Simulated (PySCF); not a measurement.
C₄H₈OS, SMILES CCSC(C)=O.

The structure is a stationary point at B3LYP-D3(BJ)/def2-SVP. A frequency run showed that this geometry is not a minimum. The values are those of a single conformer.

Two levels are set side by side: PBE/def2-TZVP (PySCF) and PBE0/def2-TZVP (PySCF). Same geometry, gas phase. Differences are taken from unrounded values.

```json
[
 {"quantity": "orbital gap (eV)", "PBE0": "6.75", "PBE": "4.45", "PBE minus PBE0": "-2.29"},
 {"quantity": "highest occupied level (eV)", "PBE0": "-7.20", "PBE": "-5.96", "PBE minus PBE0": "1.23"},
 {"quantity": "lowest empty level (eV)", "PBE0": "-0.45", "PBE": "-1.51", "PBE minus PBE0": "-1.06"},
 {"quantity": "dipole moment (D)", "PBE0": "1.32", "PBE": "1.25", "PBE minus PBE0": "-0.07"},
 {"quantity": "mean polarisability (bohr³)", "PBE0": "72.7", "PBE": "75.5", "PBE minus PBE0": "2.8"}
]
```

PBE's occupied levels lie high since its potential decays too fast outside the molecule; exact exchange lowers them and widens the gap. PBE's more diffuse valence density responds more strongly to a field. Differences between two approximate levels are no errors against the true value.

Rough cost on one machine, each run with all the roots and properties that it gave: PBE0 against PBE within a factor of 2.
